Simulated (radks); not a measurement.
Valence configurations of Mg II (all share [Ne]). Method: non-relativistic Kohn-Sham, BLYP, spin-polarised, spherical densities, point nucleus; open shells are filled with parallel spins first; computed with a radial shooting solver on a logarithmic mesh with Libxc functionals. Energies are relative to 3s1; eigenvalues in eV for spin up.

[
 {"valence": "3s1", "E (eV)": "0.000", "moment (Bohr magnetons)": "1", "e(3p)": "-", "e(3s)": "-11.823"},
 {"valence": "3s0.5 3p0.5", "E (eV)": "2.234", "moment (Bohr magnetons)": "1", "e(3p)": "-7.732", "e(3s)": "-12.209"},
 {"valence": "3p1", "E (eV)": "4.476", "moment (Bohr magnetons)": "1", "e(3p)": "-8.072", "e(3s)": "-"}
]

NIST lists [Ne] 3s1 as the ground configuration; this level of theory agrees among the configurations tried. The energies are those of spherical high-spin densities, not of single terms.
